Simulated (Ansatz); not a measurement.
YCl2, SMILES [Y]([Cl])[Cl] (connectivity only; charge and spin as stated), neutral, multiplicity 2.

Geometry: PBE0-D3(BJ)/def2-TZVP. The multiplicity is an assumed one; other spin states were not compared. The isomer is the one that the SMILES or the coordinates give; other isomers of the formula were not compared. The def2 effective core potentials stand for the cores of Y; spin–orbit coupling is left out.

Two levels are set side by side: PBE/def2-TZVPD (Ansatz, a program for electronic structure) and PBE0/def2-TZVPD (Ansatz). Energy differences of separate SCF runs at the same geometry; the states with an electron removed or added have multiplicity 1 and 1. Differences are taken from unrounded values.

```json
[
 {"quantity": "vertical ionisation energy (eV)", "PBE0": "6.71"},
 {"quantity": "vertical electron affinity (eV)", "PBE0": "1.27"}
]
```

Question: What does PBE give, and how far is it from PBE0? (The exact figures need the calculation; the answer reports its results.)

Answer: 
| quantity | PBE | PBE minus PBE0 |
|---|---|---|
| vertical ionisation energy (eV) | 6.65 | -0.06 |
| vertical electron affinity (eV) | 1.30 | 0.03 |
